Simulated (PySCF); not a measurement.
Species: C4H10FNSi2.
SMILES with atom numbers: `[CH2:1]=[CH:2][Si@@H:3]1[CH2:4][CH2:5][Si@H:6]([F:7])[NH:8]1` (hydrogens: H9, H10 on C1; H11 on C2; H12 on Si3; H13, H14 on C4; H15, H16 on C5; H17 on Si6; H18 on N8)

Geometry (PBE0-D3(BJ)/def2-SVP, Å), atoms numbered from 1 in this order:
```xyz
18
C4H10FNSi2 angstrom
C      2.0924   -0.1263   -1.2427
C      1.9534   -0.3733    0.0658
Si     0.4937    0.2581    1.0495
C     -0.8469   -1.0556    1.3062
C     -1.7760   -1.0242    0.0753
Si    -1.8945    0.7396   -0.5607
F     -1.8474    0.7508   -2.1943
N     -0.4560    1.4017    0.1213
H      1.3593    0.4814   -1.7867
H      2.9331   -0.5162   -1.8279
H      2.7158   -0.9894    0.5627
H      0.9817    0.8437    2.3371
H     -1.4073   -0.7802    2.2161
H     -0.4335   -2.0613    1.4854
H     -1.3298   -1.6005   -0.7549
H     -2.7573   -1.4826    0.2760
H     -3.1256    1.5126   -0.2385
H     -0.1447    2.3505   -0.0555
```

Method: PySCF 2.14.0, density-fitted response routines, TDDFT PBE0/def2-SVPD, vertical, gas phase, core orbitals frozen in the response.

Transition dipole moments from the ground state, in atomic units and in the frame of the coordinates above (overall signs are arbitrary), for the states with f of 0.002 or more among the lowest 6:

```csv
state,E (eV),μx,μy,μz
S1,5.880,-0.109,-0.089,-0.046
S2,6.627,-0.667,-0.125,0.857
S3,6.799,0.202,-0.010,-0.355
S5,7.073,0.060,0.172,-0.069
S6,7.219,0.221,-0.042,0.092
```

Task: What oscillator strength does each state have?

Result: f = (2/3) ΔE |μ|² with ΔE in hartree (27.2114 eV).

```tsv
state	|μ|² (au)	|μ| (D)	f
S1	0.022	0.38	0.003
S2	1.196	2.78	0.194
S3	0.167	1.04	0.028
S5	0.038	0.49	0.007
S6	0.059	0.62	0.010
```

Task: What angle do the transition dipoles of S2 and S6 make?

Result: |cos θ| = |μa·μb| / (|μa| |μb|) = 0.24, so θ ≈ 76° (taken between 0 and 90°, since the signs are arbitrary).

Task: How is the summed strength of these states shared among x, y and z?

Result: (2/3) Σ ΔE μα² gives 0.090 for x, 0.009 for y and 0.143 for z, 0.242 in all.

Task: What peak molar absorption coefficient would the strongest computed level give as a lone Gaussian band 0.5 eV wide at half height?

Result: ε(max) = 2.175×10⁸ f / FWHM, with the width in cm⁻¹. S2: 2.175×10⁸ × 0.1941 / 4033 ≈ 10000 L mol⁻¹ cm⁻¹.

One conformer stands for the species.
